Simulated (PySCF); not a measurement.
Molecule: CH$_{4}$BCl$_{2}$S, net charge 1, singlet state. It need not be the lowest isomer of its formula. SMILES: C[SH+]B(Cl)Cl
Structure (B3LYP-D3(BJ)/def2-TZVP (Ansatz) minimum search):
```
S
H 1 1.3488
C 1 1.8227 2 101.21
H 3 1.0853 1 110.70 2 -53.51
H 3 1.0874 4 111.43 1 117.63
H 3 1.0879 4 111.99 5 123.88
B 1 1.9273 2 97.99 3 -108.81
Cl 7 1.7046 1 115.10 2 -43.36
Cl 7 1.7055 8 128.25 2 -162.57
```
Charge +1, spin multiplicity 1.

Dispersion corrections to the total energy (kcal/mol) from the dftd3 and dftd4 libraries through PySCF: D3(BJ) without and D4 with the three-body term, each with the damping fitted for the functional named.

```
functional  D3(BJ)          D4
----------  ------  ----------
PBE0         -5.50       -4.71
HSE06        -4.46  (withheld)
r2SCAN       -1.72       -1.31
TPSS         -7.96  (withheld)
PW6B95       -3.56       -4.64
B2PLYP       -5.48  (withheld)
BLYP        -13.66      -12.17
```

Question: Complete the blanks.

Answer: 
- HSE06, D4: -4.42
- TPSS, D4: -7.51
- B2PLYP, D4: -3.89
